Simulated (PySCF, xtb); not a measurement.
Zn(NH2)(SeH) (H3NSeZn), SMILES [NH2][Zn][SeH].

GFN2-xTB run with xtb at its own geometry gives an orbital gap of 3.32 eV and a dipole moment of 4.39 D.

Coordinates come from a B3LYP-D3(BJ)/def2-SVP optimisation. The structure was generated by enumeration; whether it is a known compound was not checked. Other conformers were not sampled.

Task: What does ωB97X/def2-TZVPD run with PySCF give? (Estimate from the structure and the level; the computed values follow.)

Result: gap 10.05 eV (levels -9.24 and 0.81 eV), dipole 1.87 D.
